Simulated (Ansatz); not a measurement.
BClH$_{7}$NSi$_{2}$ (`[SiH3]N([SiH3])BCl`) at its PBE0-D4/def2-TZVP geometry, where that method's forces vanish. Charge 0, multiplicity 1.

```xyz
12

Si   -0.2231    1.4261    0.7128
N    -0.0437   -0.0365   -0.2549
Si    0.5066   -1.5002    0.5429
B    -0.3323   -0.0362   -1.6262
Cl   -0.8879    1.4519   -2.4119
H     0.6790    2.4976    0.2317
H     0.1730    1.0299    2.0906
H    -1.6293    1.8906    0.7208
H     1.8450   -1.2698    1.1435
H     0.5760   -2.5852   -0.4630
H    -0.4401   -1.8645    1.6273
H    -0.2233   -1.0037   -2.3136
```

(1) What forces (eV/Å) does ωB97M-V/def2-TZVPP give on these atoms in the Gaussian-basis code of Ansatz? (Best estimate.)

Results:

(1) Computed: 
```
Si1 -0.026  0.186  0.108
N2   0.011 -0.005  0.048
Si3  0.072 -0.199  0.096
B4   0.036 -0.224 -0.107
Cl5 -0.043  0.120 -0.056
H6  -0.108 -0.128  0.055
H7  -0.042  0.036 -0.151
H8   0.168 -0.055 -0.004
H9  -0.157 -0.023 -0.069
H10 -0.009  0.131  0.118
H11  0.110  0.046 -0.125
H12 -0.012  0.114  0.087
```
